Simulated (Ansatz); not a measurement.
Input for Ansatz (a first-principles code): R-HF/def2-TZVPP on CClF (SMILES F[C]Cl), atoms moved off the minimum.

Ansatz 0.2 input:
```yaml
crystal:
  periodic: [false, false, false]
  atoms:
    - {symbol: F, position_ang: [-1.55705516, -0.36306678, 0.16405066]}
    - {symbol: C, position_ang: [-0.54952002, 0.65403077, -0.21066691]}
    - {symbol: Cl, position_ang: [0.96977861, -0.07342323, -0.03605801]}
basis:
  gaussian:
    orbitals: def2-TZVPP
hamiltonian:
  xc: {name: HF}
scf: {lower_state_search: off}
output: {forces: true}
```

The head of its log:

```
Functional definition: HF
[...]
these checks for a lower state are left out or cut short: stability, starts, cluster_reference, orbital_swaps, neighbouring_geometries, increment
integrals: 0.03 GiB planned
795 factors; their error is unknown
mean field: 0.18 GiB planned
mean field evaluation 1: about -16236.0840 eV, gradient 3.0e1 eV
mean field evaluation 2: about -16237.1139 eV, gradient 2.5e1 eV
```

**Question.** Predict the final total energy.

**Answer.** -596.7505 hartree.
